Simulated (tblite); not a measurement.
C₆H₉BCl₂.
SMILES with atom numbers: `[CH3:1]/[CH:2]=[C:3](\[B:4]([Cl:5])[Cl:6])[CH:7]1[CH2:8][CH2:9]1` (hydrogens: H10, H11, H12 on C1; H13 on C2; H14 on C7; H15, H16 on C8; H17, H18 on C9)

Computed with GFN2-xTB (tblite), gas phase: L-BFGS steps from a force-field or distance-geometry start until the largest atomic force falls under 0.01 eV/Å.

At the end of the run (lengths in Å): B4–Cl6 1.721, B4–Cl5 1.727, C8–H16 1.079, C7–H14 1.084, C1–H10 1.086, C9–H17 1.079, C3–B4 1.573, C1–C2–C3 126.5°, C3–B4–Cl6 122.5°, C2–C3–B4 122.7°, B4–C3–C7 118.9°, C1–C2–C3–B4 3°, C2–C3–B4–Cl5 64°, C2–C3–C7–C8 134°, H13–C2–C1–H10 180°, H10–C1–C2–C3 -2°.

Question: These geometries were met on the way; a selection of coordinates is given. Order them by energy above the end point, lowest first.
A. B4–Cl6 1.847, B4–Cl5 1.825, C8–H16 1.130, C7–H14 1.134, C1–H10 1.119, C9–H17 1.107, C3–B4 1.566, C1–C2–C3 121.5°, C3–B4–Cl6 117.6°, C2–C3–B4 118.3°, B4–C3–C7 122.8°, C1–C2–C3–B4 2°, C2–C3–B4–Cl5 77°, C2–C3–C7–C8 169°, H13–C2–C1–H10 -131°, H10–C1–C2–C3 46°
B. B4–Cl6 1.807, B4–Cl5 1.793, C8–H16 1.086, C7–H14 1.103, C1–H10 1.101, C9–H17 1.090, C3–B4 1.575, C1–C2–C3 121.0°, C3–B4–Cl6 117.7°, C2–C3–B4 119.0°, B4–C3–C7 122.8°, C1–C2–C3–B4 3°, C2–C3–B4–Cl5 75°, C2–C3–C7–C8 169°, H13–C2–C1–H10 -131°, H10–C1–C2–C3 46°
C. B4–Cl6 1.726, B4–Cl5 1.722, C8–H16 1.079, C7–H14 1.085, C1–H10 1.088, C9–H17 1.078, C3–B4 1.576, C1–C2–C3 123.9°, C3–B4–Cl6 121.6°, C2–C3–B4 122.4°, B4–C3–C7 118.0°, C1–C2–C3–B4 3°, C2–C3–B4–Cl5 66°, C2–C3–C7–C8 168°, H13–C2–C1–H10 -134°, H10–C1–C2–C3 45°
D. B4–Cl6 1.708, B4–Cl5 1.716, C8–H16 1.079, C7–H14 1.090, C1–H10 1.089, C9–H17 1.075, C3–B4 1.577, C1–C2–C3 121.7°, C3–B4–Cl6 119.6°, C2–C3–B4 122.8°, B4–C3–C7 118.6°, C1–C2–C3–B4 4°, C2–C3–B4–Cl5 68°, C2–C3–C7–C8 169°, H13–C2–C1–H10 -134°, H10–C1–C2–C3 44°
E. B4–Cl6 1.726, B4–Cl5 1.730, C8–H16 1.046, C7–H14 1.073, C1–H10 1.078, C9–H17 1.072, C3–B4 1.601, C1–C2–C3 121.4°, C3–B4–Cl6 118.4°, C2–C3–B4 121.5°, B4–C3–C7 120.0°, C1–C2–C3–B4 4°, C2–C3–B4–Cl5 71°, C2–C3–C7–C8 170°, H13–C2–C1–H10 -132°, H10–C1–C2–C3 45°

Answer: C (0.072 eV), D (0.120 eV), E (0.216 eV), B (0.431 eV), A (0.697 eV).

```csv
step,E above end (eV),"rms distance from the end, all atoms (Å)",largest force (eV/Å),rms shift of all bonds from the end (Å)
10,0.072,0.572,0.129,0.003
4,0.120,0.574,0.490,0.007
2,0.216,0.576,1.240,0.013
1,0.431,0.582,1.639,0.028
0,0.697,0.585,2.160,0.044
```

Rows stand in the order of the answer.
